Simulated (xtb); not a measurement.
SnFBr, SMILES [F][Sn][Br] (connectivity only; charge and spin as stated), neutral, multiplicity 1. All values are semi-empirical tight-binding results from xtb (GFN2-xTB unless named), good for trends rather than for accurate numbers. The structure is a stationary point at GFN2-xTB.

For metal compounds this method's bond lengths and energies can be far off.

Question: Estimate the properties. (Estimate from the structure and the level; the computed values follow.)

Answer: 
The point group as xtb finds it is Cs and the orbital gap is 4.32 eV. The zero-point energy comes out as 1.1 kcal/mol and the G − E(el) at 298.15 K (modified RRHO) is -18.1 kcal/mol.
